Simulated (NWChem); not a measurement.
Molecule: SiNH2F, singlet; SMILES N[Si]F

```xyz
5

Si    -0.6434     0.0506     0.0000
F      0.4310     1.2984     0.0000
N      0.4907    -1.2340     0.0000
H      1.5010    -1.1134     0.0000
H      0.2134    -2.2102     0.0000
```
Atoms are numbered in this order, from 1.

Level: PBE0/def2-SVP (NWChem), optimised geometry, unscaled harmonic frequencies. Low-valent species are run as closed-shell singlets; no triplet was tried in these runs.

Question: List the harmonic frequencies with IR intensities, and the thermochemistry.

Answer: 
```
frequency (cm⁻¹)  IR intensity (km/mol)
----------------  ---------------------
296                                 7.3
512                               123.6
538                                98.9
706                                10.3
853                               123.3
872                               102.7
1516                               66.0
3577                               33.5
3699                               49.1
```

```json
{
  "zero_point_energy": "18.0 kcal/mol",
  "thermal correction to the enthalpy at 298.15 K (with zero-point energy)": "21.0 kcal/mol",
  "heat capacity Cv": "12.0 cal/(mol K)",
  "entropy at 298.15 K and 1 atm (symmetry number 1)": "64.6 cal/(mol K)",
  "dipole_moment": "2.58 D"
}
```

Rigid rotor and harmonic oscillator.
